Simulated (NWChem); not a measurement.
Program: NWChem. System: C₃H₉N, charge 1, spin multiplicity 2, at the geometry of a parent with another charge or spin, in a state set for the comparison that need not be this species' ground state. Its SCF solution wasn't tested for a lower state.

Job file:

```
start mol
memory heap 200 mb stack 900 mb global 1100 mb
charge 1
geometry units angstroms nocenter noautoz
  C     -0.289218    -0.644244     1.266288
  C      0.354248    -0.072426     0.000000
  C     -0.289218    -0.644244    -1.266288
  N      0.188763     1.386238     0.000000
  H     -0.196256    -1.748439     1.302309
  H     -1.365087    -0.375493     1.303782
  H      0.192519    -0.237906     2.180660
  H      1.431629    -0.391392     0.000000
  H      0.192519    -0.237906    -2.180660
  H     -1.365087    -0.375493    -1.303782
  H     -0.196256    -1.748439    -1.302309
  H      0.664905     1.788443    -0.818718
  H      0.664905     1.788443     0.818718
  symmetry group Cs
end
basis spherical
  * library def2-tzvp
end
dft
  xc xpbe96 cpbe96
  odft
  mult 2
  semidirect memsize 60000000 filesize 0
  iterations 100
end
task dft energy
```

The output up to the point where the run's verdict is printed (cleaned and shortened):

```
             Northwest Computational Chemistry Package (NWChem) 7.3.0
             --------------------------------------------------------

                                NWChem Input Module
                                -------------------

 Scaling coordinates for geometry "geometry" by  1.889725989
 (inverse scale =  0.529177249)

 Turning off AUTOSYM since
 SYMMETRY directive was detected!

                             Geometry "geometry" -> ""
                             -------------------------

 Output coordinates in angstroms (scale by  1.889725989 to convert to a.u.)

  No.       Tag          Charge          X              Y              Z
 ---- ---------------- ---------- -------------- -------------- --------------
    1 C                    6.0000    -0.28921800    -0.64424400     1.26628800
    2 C                    6.0000     0.35424800    -0.07242600     0.00000000
    3 C                    6.0000    -0.28921800    -0.64424400    -1.26628800
    4 N                    7.0000     0.18876300     1.38623800     0.00000000
    5 H                    1.0000    -0.19625600    -1.74843900     1.30230900
    6 H                    1.0000    -1.36508700    -0.37549300     1.30378200
    7 H                    1.0000     0.19251900    -0.23790600     2.18066000
    8 H                    1.0000     1.43162900    -0.39139200     0.00000000
    9 H                    1.0000     0.19251900    -0.23790600    -2.18066000
   10 H                    1.0000    -1.36508700    -0.37549300    -1.30378200
   11 H                    1.0000    -0.19625600    -1.74843900    -1.30230900
   12 H                    1.0000     0.66490500     1.78844300    -0.81871800
   13 H                    1.0000     0.66490500     1.78844300     0.81871800

 Effective nuclear repulsion energy (a.u.)     134.7309259770

            Nuclear Dipole moment (a.u.)
            ----------------------------
        X                 Y               Z
 ---------------- ---------------- ----------------
     0.0000075589    -0.0000000000     0.0000000000

      Symmetry information
      --------------------
[...]
 d= 0,ls=0.5,diis    75   -173.8968221314 -2.31D-05  3.80D-06  3.60D-05   267.0
                                                     9.92D-06  2.52D-05
 d= 0,ls=0.5,diis    76   -173.8968369306 -1.48D-05  1.63D-06  2.61D-05   270.6
                                                     9.14D-06  1.98D-05
 d= 0,ls=0.5,diis    77   -173.8968479891 -1.11D-05  1.94D-06  2.16D-05   273.6
                                                     8.44D-06  1.66D-05
 d= 0,ls=0.5,diis    78   -173.8968573986 -9.41D-06  8.09D-07  1.74D-05   276.6
                                                     7.96D-06  1.48D-05
 d= 0,ls=0.5,diis    79   -173.8968654215 -8.02D-06  7.65D-07  1.51D-05   279.4
                                                     7.52D-06  1.28D-05
 d= 0,ls=0.5,diis    80   -173.8968728653 -7.44D-06  2.51D-06  1.23D-05   282.3
                                                     7.25D-06  1.11D-05
 d= 0,ls=0.5,diis    81   -173.8968780345 -5.17D-06  2.59D-06  1.32D-05   285.1
                                                     6.84D-06  1.11D-05
 d= 0,ls=0.5,diis    82   -173.8968824093 -4.37D-06  1.64D-06  1.42D-05   288.0
                                                     6.37D-06  1.11D-05
 d= 0,ls=0.5,diis    83   -173.8968868250 -4.42D-06  2.21D-06  1.40D-05   291.0
                                                     6.12D-06  1.07D-05
 d= 0,ls=0.5,diis    84   -173.8968903393 -3.51D-06  1.19D-06  1.50D-05   293.9
                                                     5.69D-06  1.07D-05
 d= 0,ls=0.5,diis    85   -173.8968940735 -3.73D-06  2.19D-06  1.42D-05   296.9
                                                     5.52D-06  1.01D-05
 d= 0,ls=0.5,diis    86   -173.8968965591 -2.49D-06  1.29D-06  1.59D-05   299.8
                                                     5.15D-06  1.06D-05
 d= 0,ls=0.5,diis    87   -173.8968994391 -2.88D-06  8.40D-07  1.56D-05   302.3
                                                     4.91D-06  1.03D-05
 d= 0,ls=0.5,diis    88   -173.8969026570 -3.22D-06  1.48D-06  1.42D-05   305.3
                                                     5.01D-06  9.23D-06
 d= 0,ls=0.5,diis    89   -173.8969064863 -3.83D-06  2.05D-06  1.10D-05   308.1
                                                     5.08D-06  6.99D-06
 d= 0,ls=0.5,diis    90   -173.8969099217 -3.44D-06  9.94D-07  8.80D-06   311.0
                                                     4.46D-06  5.63D-06
 d= 0,ls=0.5,diis    91   -173.8969121008 -2.18D-06  6.24D-07  8.58D-06   313.7
                                                     4.10D-06  5.23D-06
 d= 0,ls=0.5,diis    92   -173.8969141626 -2.06D-06  1.55D-06  7.68D-06   316.5
                                                     3.99D-06  4.94D-06
 d= 0,ls=0.5,diis    93   -173.8969153207 -1.16D-06  1.34D-06  8.61D-06   319.3
                                                     3.72D-06  5.34D-06
 d= 0,ls=0.5,diis    94   -173.8969164395 -1.12D-06  6.73D-07  9.10D-06   322.2
                                                     3.48D-06  5.56D-06
 d= 0,ls=0.5,diis    95   -173.8969183847 -1.95D-06  7.23D-07  7.37D-06   325.0
                                                     3.30D-06  4.67D-06
 d= 0,ls=0.5,diis    96   -173.8969201560 -1.77D-06  5.02D-07  5.91D-06   327.7
                                                     3.11D-06  3.92D-06
 d= 0,ls=0.5,diis    97   -173.8969216604 -1.50D-06  7.17D-07  4.88D-06   330.5
                                                     2.92D-06  3.29D-06
 d= 0,ls=0.5,diis    98   -173.8969230633 -1.40D-06  8.52D-07  3.78D-06   334.2
                                                     2.79D-06  2.70D-06
 d= 0,ls=0.5,diis    99   -173.8969243626 -1.30D-06  7.96D-07  2.76D-06   338.0
                                                     2.67D-06  2.10D-06
 d= 0,ls=0.5,diis   100   -173.8969254877 -1.13D-06  4.00D-07  1.98D-06   341.7
                                                     2.50D-06  1.64D-06
```

Convergence was not reached. The next line reads: Calculation failed to converge. NWChem stopped with the message: dft energy failed.
